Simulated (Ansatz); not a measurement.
# A geometry optimisation of AlF2H2NSi with B3LYP-D3(BJ)/def2-SVP

The starting geometry of this gas-phase singlet was optimised with GFN2-xTB.

```xyz
7

Al   -0.2862    0.4373    0.9867
F     1.0512    1.3730    1.2892
F    -1.5844    1.1618    0.1922
N     0.3875   -0.8870   -0.3753
Si   -0.8830   -0.8967   -1.3897
H     1.2554   -1.3969   -0.3661
H    -0.7387   -0.4215    2.1534
```

**Question.** Predict what becomes of its bonds when it is optimised with B3LYP-D3(BJ)/def2-SVP.

**Answer.** A new bond forms, giving a structure with F3 bridging Si5 and Al1, given below by its coordinates. Distances that change by over a tenth: Al1–F3 (1.69 → 1.90 Å). Contacts that close: F3–Si5 (2.69 → 1.84 Å).

The energy falls by 1.05 eV over 12 steps:

```
step  E − E(last) (eV)
   1             1.052
   2             0.662
   3             0.392
   5             0.065
   6             0.023
   7             0.010
   8             0.002
  10             0.000
  11             0.000
  12             0.000
```

Final geometry (Å):

```xyz
7

Al   -0.0871    0.2556    1.1315
F     0.8931    1.6058    1.2596
F    -1.4398    0.7080   -0.1278
N     0.3326   -0.8729   -0.3210
Si   -0.8564   -0.4447   -1.4335
H     1.0733   -1.5534   -0.4656
H    -0.7139   -0.3284    2.4472
```

Frequencies at the end are all real (lowest 120 cm⁻¹). Run with Ansatz 0.2.0, 89 s on 1 thread of Intel(R) Xeon(R) Processor @ 2.50GHz (Skylake/Cascade Lake), on a shared host.
